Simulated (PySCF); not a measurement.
## One molecule, many functionals

Compound: CH9GeN3.
SMILES with atom numbers: `[CH3:1][NH:2][GeH:3]([NH2:4])[NH2:5]` (hydrogens: H6, H7, H8 on C1; H9 on N2; H10 on Ge3; H11, H12 on N4; H13, H14 on N5)

Linear-response calculations in the def2-SVPD basis (PySCF; singlets by full response, triplets Tamm–Dancoff, core orbitals frozen in the response; HF means time-dependent Hartree–Fock). 'Strongest' is the level of largest summed f among the singlets computed (10 roots, of which the last may lack a degenerate partner); it can jump between rows when another state enters that window. S1 is the lowest singlet of each run and needn't be the same state throughout; f(S1) is that of one state. Geometry: PBE0-D3(BJ)/def2-SVP, one conformer, isolated molecule. Relativistic effects, spin–orbit coupling among them, are left out although an element past zinc is present.

```csv
functional,kind,S1 (eV),f(S1),strongest (eV),T1 (eV),HOMO (eV),gap (eV),"ionisation energy, ΔSCF (eV)"
B3LYP,"global hybrid, 20% exact exchange",5.41,0.010,6.45,5.25,-6.22,6.34,8.45
BHandHLYP,"global hybrid, 50% exact exchange",6.16,0.011,8.19,5.90,-7.76,8.67,8.44
CAM-B3LYP,range-separated hybrid,5.84,0.011,7.89,5.61,-7.86,8.91,8.62
wB97X-D,range-separated hybrid,6.07,0.014,8.13,5.93,-8.34,10.36,8.57
LC-wPBE,range-separated hybrid,6.46,0.012,8.67,6.15,-9.22,11.36,8.71
```

Problem. What does PBE0 (global hybrid, 25% exact exchange) give?

Solution. S1 (eV) 5.66, f(S1) 0.011, strongest (eV) 7.41, T1 (eV) 5.47, HOMO (eV) -6.44, gap (eV) 6.85, ionisation energy, ΔSCF (eV) 8.42. S1 runs from 5.41 eV (B3LYP) to 6.46 eV (LC-wPBE), a spread of 1.05 eV, while the orbital gap spreads over 5.0 eV. Along B3LYP (20%), PBE0 (25%), BHandHLYP (50%) S1 rises with the share of exact exchange. −ε(HOMO) comes closest to its own ΔSCF ionisation energy with wB97X-D (-0.23 eV) and misses most with B3LYP (-2.22 eV).

Without π bonds the low states are Rydberg-like; a valence basis with one diffuse set may place them up to an eV too high.
